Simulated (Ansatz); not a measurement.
Basis sets compared for Ge(OH)2Cl2 (GeCl2O2H2). Charge 0, multiplicity 1. Geometry PBE0-D4/def2-SVP. Ansatz on 4 threads of Arm Neoverse V1 on a shared host; times are rough, and most runs start from earlier orbitals.

Cartesian coordinates in Å:
```
Ge 0.013 0.086 -0.083
O -1.478 -0.548 0.561
H -2.223 -0.438 -0.041
O 1.281 -0.792 0.728
H 2.114 -0.307 0.756
Cl 0.230 2.185 0.286
Cl 0.064 -0.186 -2.207
```

The 6-31G sets use Cartesian d functions. B3LYP takes the VWN-RPA correlation.

Binding counts from free atoms (Ge triplet, O triplet, H doublet, Cl doublet) in the same basis, without a counterpoise term.

```tsv
level	functions	energy (Eh)	HOMO (eV)	LUMO (eV)	binding per atom (eV)	wall time
HF/STO-3G	48	-3109.9125	-10.70	6.54	2.53	0.2 s
HF/6-31G	77	-3144.9028	-13.31	1.65	1.83	0.5 s
HF/def2-TZVP	196	-3145.5084	-12.83	2.65	2.34	2.2 s
PBE-D4/def2-SVP	106	-3147.6830	-7.53	-1.89	3.58	0.95 s
PBE-D4/def2-TZVP	196	-3148.4617	-7.82	-2.23	3.59	1.9 s
r2SCAN-D4/def2-TZVP	196	-3149.1660	-8.23	-1.94	3.54	4.3 s
B3LYP-D4/6-31G	77	-3148.7867	-9.31	-2.28	3.07	1.2 s
B3LYP-D4/def2-TZVP	196	-3149.3836	-9.06	-1.56	3.45	3.4 s
PBE0-D4/def2-SVP	106	-3147.8118	-9.17	-0.92	3.46	1.5 s
PBE0-D4/def2-TZVP	196	-3148.5857	-9.36	-1.21	3.49	3.2 s
```

Q: Estimate the rows for PBE-D4/def2-TZVPD, r2SCAN-D4/def2-TZVPD, PBE0-D4/def2-TZVPD.

A: 
| level | functions | energy (Eh) | HOMO (eV) | LUMO (eV) | binding per atom (eV) | wall time |
| --- | --- | --- | --- | --- | --- | --- |
| PBE-D4/def2-TZVPD | 244 | -3148.4665 | -7.91 | -2.42 | 3.60 | 3.1 s |
| r2SCAN-D4/def2-TZVPD | 244 | -3149.1697 | -8.28 | -2.06 | 3.55 | 7 s |
| PBE0-D4/def2-TZVPD | 244 | -3148.5897 | -9.41 | -1.44 | 3.49 | 5.5 s |
